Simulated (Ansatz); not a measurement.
The cluster Si2Pt5⁻, relaxed as a doublet with UKS r2SCAN-D4/def2-SVPD in Ansatz, starting from the GFN1-xTB geometry. Force threshold 0.02 eV/Å.

In the def2 sets Pt takes a core potential; there is no spin–orbit coupling. The charge -1 doublet is spin-contaminated (final ⟨S²⟩ up to 0.92, 0.75 for a pure state). The relaxation made no stability test and no search for a lower SCF solution. No other spin state of charge -1 was run. The structure comes from a short search, and lower isomers may exist.

Start:

```xyz
7

Pt    1.281    1.859    1.184
Pt   -0.465    3.436    0.562
Pt    1.160   -2.675   -0.007
Pt    1.236   -0.427    0.590
Pt   -0.615    1.095   -0.078
Si   -1.760   -0.594   -1.112
Si   -0.837   -2.694   -1.140
```

```csv
step,energy (eV),largest force component (eV/Å),SCF passes
1,-31997.5744,3.585,126
2,-31998.4588,0.721,59
3,-31998.5234,0.630,60
4,-31998.6189,0.339,64
5,-31998.7417,0.600,165
6,-31998.8870,0.985,119
7,-31999.1964,1.262,140
8,-31999.5922,0.974,146
9,-31999.6962,1.028,83
10,-31999.8038,0.354,61
11,-31999.8202,0.184,54
13,-31999.8474,0.116,57
15,-31999.9104,0.326,68
17,-31999.9612,0.249,65
19,-32000.0401,0.670,61
21,-32000.1336,0.137,64
23,-32000.1535,0.070,58
25,-32000.1615,0.348,59
27,-32000.1921,0.213,51
29,-32000.1952,0.073,48
31,-32000.1957,0.021,46
32,-32000.1959,0.006,41
```

Force components are those of the run's own axes.

End:

```xyz
7

Pt    1.0102    1.6640    1.8493
Pt   -0.0446    2.9025    0.0267
Pt    1.3946   -2.7754   -0.4085
Pt    1.4409   -0.5502    0.8668
Pt   -0.9426    0.7949   -1.0802
Si   -2.5645   -0.7209   -0.8529
Si   -0.2939   -1.3149   -0.4011
```

Bonds lost: Pt1–Pt5 (atoms count from 1). Bonds formed: Pt4–Si7, Pt5–Si7 (atoms count from 1). Metal–metal contacts that move far: Pt4–Pt5 2.49 to 3.36 Å.

No frequencies were taken in this run, so the end may be a saddle point.

Hardware: 4 threads of Arm Neoverse V2 on a shared host. Wall time 14 min, peak host memory 0.98 GiB.
